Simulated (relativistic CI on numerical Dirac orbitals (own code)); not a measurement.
## What each ingredient does to the levels of Sc

Base calculation: Dirac-Coulomb-Breit CI, orbitals from a KLI potential per configuration, a model potential for QED, valence Slater integrals scaled by 0.85, P86 correlation energy added to each configuration.

Configurations in the expansion (outside the closed core [Ar]): 3d4s², 3d²4s, 3d4s4p, 4s²4p, 3d²4p, 3d³, 3d4s4d, 3d4s4f, 4s²5p, 3d4s5s, 4s²6s, 4s²5d, 3d²4d, 4s²6p, 3d4s5p, 4s²5g, 3d²4f, 4s²7s, 4s²5f, 3d4s6s, 4s²6d, 4s²7p, 3d4s5d, 3d4s6p, 3d²5s, 3d4s5g, 4s²7d, 3d4s7s, 3d4s5f, 3d4s6d, 3d4s7p, 3d4p4d, 4s²5s, 3d4p², 4p³, 4p²5p, 4s4p², 4p²4d, 4p²4f, 3d4d², 4p4d², 4d²5p. Double excitations out of closed p, d and f shells are left out; levels of such configurations are missing from the list, as are those of other unlisted configurations, and high levels can miss mixing partners. These lack a partner that the ground configuration has and come out too high: 4s²6s, 4s²5d, 4s²6p, 4s²5g, 4s²7s.

Variants: (1) valence Slater integrals scaled by 0.75; (2) self-excluded LDA correlation estimate; (3) configuration mixing switched off. Shifts of the energy above 3d4s² ²D3/2, in cm⁻¹, for the lowest level and the first level of each name with at least 55 % of one term (blank where a level changes its place among those of its configuration and J or its character, or is not in the variant):

```
        Level     Base    Δ(1)    Δ(2)     Δ(3)  Measured
  3d4s² ²D3/2      0.0     0.0     0.0      0.0       0.0
  3d4s² ²D5/2    145.6    -0.6    -0.1     +3.6     168.3
  3d²4s ⁴F3/2  12941.7  -109.0  -746.8  -3947.4   11520.0
  3d²4s ⁴F5/2  12961.8  -109.4  -745.8  -3936.7   11557.7
  3d²4s ⁴F7/2  12989.6  -110.0  -744.4  -3921.6   11610.3
  3d²4s ⁴F9/2  13024.9  -110.8  -742.6  -3901.8   11677.4
3d4s4p ⁴F°3/2  13788.9   -62.6  +378.6  -4284.1   15672.6
3d4s4p ⁴F°5/2  13858.9   -64.7  +378.7  -4284.9   15756.6
3d4s4p ⁴F°7/2  13957.4   -67.8  +378.9  -4286.0   15881.8
3d4s4p ⁴F°9/2  14081.0   -71.4  +379.2  -4284.3   16026.6
3d4s4p ⁴D°1/2  14278.0   -76.9  +366.7  -4014.6   16009.8
3d4s4p ⁴D°3/2  14308.9   -77.0  +366.7  -4011.0   16021.8
3d4s4p ⁴D°5/2  14362.2   -77.0  +366.8  -4006.2   16141.1
3d4s4p ⁴D°7/2  14450.6   -78.7  +366.6  -4011.8   16210.9
```

For a near-neutral ion this model can misplace configurations by up to about 10,000 cm⁻¹ (more where the count of f electrons changes) and terms by 10 to 25 % of their spread. Rates follow the energies as ν³ (E1, M1) or ν⁵ (E2), so they and the lifetimes can be off by large factors. The fine structure of a lone outer electron comes out too small, for d and f at times inverted, and misplaced configurations move strength between like terms. 30 of the 36 excited levels that our extract of the measured tables holds in this range could be paired (the sources list more); they are missed by 1314 cm⁻¹ on average and 2146 at most, and levels without a partner can miss by more.

Measured levels: NIST Handbook of Basic Atomic Spectroscopic Data (Sansonetti and Martin, J. Phys. Chem. Ref. Data 34, 1559 (2005)).

Ionisation energy from the two ground configurations alone: base 6.065 eV; valence Slater integrals scaled by 0.75 6.081 eV; self-excluded LDA correlation estimate 6.214 eV. The NIST ASD value (measured) is 6.56149 eV. The gap of more than 2 % comes from missing correlation.

LS names give the leading component of a level, which can be under half, so a name can repeat, a term be missing and a line seem to break the LS rules.
